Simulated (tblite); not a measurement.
Compound: C₄H₉NSSi.
Numbering: `[SiH3:1][S:2][C@H:3]1[CH2:4][CH:5]=[N:6][CH2:7]1` (hydrogens: H8, H9, H10 on Si1; H11 on C3; H12, H13 on C4; H14 on C5; H15, H16 on C7)

Computed with GFN2-xTB (tblite), gas phase: nudged elastic band of 9 images (0 to 8), spring 0.2 eV/Å², climbing image at the end, force threshold 0.05 eV/Å. No saddle search or frequency run followed, so the top image need not be a first-order saddle, and its height can exceed the method's true barrier by a kcal/mol or more.

The band describes a rotation about C3–S2 (sp3 carbon bound to sulfur, sulfur bonded to C and Si), followed by the dihedral C4–C3–S2–Si1, from the optimised start (-59°) to a second optimised geometry at 78°.

Question: Give the energy profile along the converged band.

Answer: 
| image | dihedral (°) | E (kcal/mol) | C3–S2 (Å) | C4···Si1 (Å) | largest true force (eV/Å) |
| --- | --- | --- | --- | --- | --- |
| 0 | -59 | 0.00 | 1.834 | 3.47 | 0.01 |
| 1 | -44 | 0.96 | 1.837 | 3.36 | 0.04 |
| 2 | -28 | 2.40 | 1.843 | 3.31 | 0.05 |
| 3 | -10 | 3.53 | 1.848 | 3.28 | 0.05 |
| 4 | 11 | 4.29 | 1.850 | 3.28 | 0.03 |
| 5 | 31 | 4.18 | 1.848 | 3.33 | 0.04 |
| 6 | 49 | 3.55 | 1.844 | 3.40 | 0.04 |
| 7 | 68 | 2.45 | 1.840 | 3.54 | 0.04 |
| 8 | 78 | 1.59 | 1.833 | 3.64 | 0.01 |

Barriers of this band. The top is image 4 at 11°: 4.29 kcal/mol forward and 2.70 kcal/mol back; the end lies 1.59 kcal/mol above the start. The central bond is 0.016 Å longer at the top than at the start.

Question: What rate follows at 350 K for crossing this barrier forward?

Answer: Taking the electronic barrier for the free energy of activation (no zero-point or entropy terms, transmission 1), rate = (kT/h)·exp(−ΔE/kT) ≈ 2 × 10^10 s⁻¹, whose inverse is 7 × 10^-11 s. An error of 1 kcal/mol in the barrier changes this by a factor of 4, and the method and the loose band can each miss by that much or more.

Question: How would the two end points share their population at 350 K, from these energies alone?

Answer: exp(−ΔE/kT) with ΔE = 0.069 eV gives 0.1 for the higher one (end) against 1 for the lower, without vibrational, rotational or degeneracy terms.

The cost below is that of the whole band run. Hardware: Arm Neoverse V1, one thread, shared host with 64 logical CPUs at a one-minute load of 30. Cost: 4.3 s wall, 0.18 GiB resident at most.
